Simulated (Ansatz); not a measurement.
```xyz
5

C     0.0000   -0.0561   -0.6352
C     0.0000   -0.0490    0.7808
H     0.0000    0.7423    1.6530
H     0.0000   -1.0638   -1.2592
H     0.0000    0.9521   -1.2676
```

Basis set: 6-31G* (spherical functions). Frozen core: 2 orbitals. Charge 0, multiplicity 2.

Computed with Ansatz (development build ahead of 0.2.0); each method stands on the lowest determinant of its kind that the runs found.

The atomization energy at this shape (free ground-state atoms in the same class of orbitals less the molecule, no zero-point energy) of doublet C2H3:

| method | atomization energy |
| --- | --- |
| UHF | 13.77 eV |

**Question.** What does UHF-MP2 give?

**Answer.** 16.60 eV. Caution: the shape is not the minimum; the unrestricted determinant is spin contaminated.
